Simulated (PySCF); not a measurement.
diisopropyl selenide (C₆H₁₄Se), SMILES CC(C)[Se]C(C)C. Atoms are numbered in the order given.

```xyz
21

C      1.7959     1.3333     0.8232
C      1.5081    -0.1513     0.6343
C      2.7160    -0.9120     0.0938
Se    -0.0112    -0.4872    -0.6092
C     -1.4761     0.3552     0.4535
C     -1.8037     1.7577    -0.0519
C     -2.6971    -0.5619     0.4438
H      2.0534     1.8080    -0.1368
H      2.6459     1.4705     1.5150
H      0.9354     1.8705     1.2479
H      1.1986    -0.5959     1.5938
H      2.5072    -1.9877    -0.0075
H      3.5755    -0.7915     0.7744
H      3.0167    -0.5264    -0.8942
H     -1.0720     0.4104     1.4769
H     -0.9239     2.4162    -0.0328
H     -2.1705     1.7229    -1.0902
H     -2.5926     2.2168     0.5701
H     -2.4637    -1.5508     0.8640
H     -3.0733    -0.7108    -0.5820
H     -3.5161    -0.1150     1.0335
```

The structure is a stationary point at B3LYP-D3(BJ)/def2-SVP. One conformer was computed; it need not be the lowest.

The numbers are results of PySCF with PBE0/pcSseg-1, not measurements.

GIAO shieldings, no solvent; atoms listed in one row are averaged. δ = σ(ref) − σ: ¹³C against TMS (σ = 186.3 ppm); ⁷⁷Se against Me2Se (σ = 1740.1 ppm); ¹H against TMS (σ = 31.56 ppm), references at their B3LYP-D3(BJ)/def2-TZVP geometries, non-relativistic.

| nucleus | atoms | count | δ (ppm) |
|---|---|---|---|
| ¹³C | C2, C5 | 2 | 46.5 |
| ¹³C | C6 | 1 | 32.2 |
| ¹³C | C1, C7 | 2 | 29.4 |
| ¹³C | C3 | 1 | 26.1 |
| ⁷⁷Se | Se4 | 1 | 412.0 |
| ¹H | H11 | 1 | 3.27 |
| ¹H | H15 | 1 | 2.61 |
| ¹H | H16, H17, H18 | 3 | 1.74 |
| ¹H | H19, H20, H21 | 3 | 1.69 |
| ¹H | H8, H9, H10 | 3 | 1.68 |
| ¹H | H12, H13, H14 | 3 | 1.55 |
